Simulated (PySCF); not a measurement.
## SbP from Hartree–Fock to correlated methods

State: ¹Σ⁺ (singlet), closed shell. Set-up: basis Sb def2-SVP with ECP28, P def2-SVP; scalar-relativistic core potentials; PySCF 2.14. De refers to Sb + P in their high-spin ground configurations, without counterpoise correction. A positive dipole means Sb(−)P(+).

| Level | Re (Å) | ωe (cm⁻¹) | De (eV) | μ (D) |
| --- | --- | --- | --- | --- |
| RHF | 2.159 | 602 | -0.020 | -1.54 |
| RHF-MP2 | 2.268 | 436 | 2.89 | n/a |
| RHF-SCS-MP2 | 2.260 | 449 | 2.80 | n/a |
| RHF-CCSD | 2.224 | 512 | 2.34 | n/a |
| RHF-CCSD(T) | 2.245 | 483 | 2.71 | n/a |
| PBE | 2.228 | 505 | 3.83 | -1.40 |
| PW91 | 2.227 | 505 | 3.86 | -1.38 |
| r²SCAN | 2.208 | 527 | 3.32 | -1.49 |
| PBE0 | 2.195 | 543 | 3.27 | -1.50 |
| M06 | 2.209 | 529 | 4.09 | -1.84 |
| M06-2X | 2.182 | 562 | 2.64 | -1.38 |

The bond length runs from 2.159 Å (RHF) to 2.268 Å (RHF-MP2). De spans -0.02 eV (RHF, mean field) to 4.09 eV (M06, hybrid meta-GGA). Correlation at CCSD(T) changes the Hartree–Fock bond energy by +2.73 eV; the triples alone change it by +0.37 eV.

Correlated steps freeze 9 core orbitals. Correlated levels converge slowly with the basis: in double zeta they bind strong bonds too weakly, by up to about 1 eV, and carry superposition errors of some tenths. Spin–orbit coupling is left out, which matters for elements this heavy, above all for dissociation energies. Where the molecule has an RHF reference, its open-shell atoms are computed with UHF. A negative De means that the minimum lies above the separated atoms at that level.

The whole job (state search and all levels along the bond) took about 1.4 min on 1 thread of Intel Xeon Platinum 8488C (shared host), peak memory 0.49 GiB.
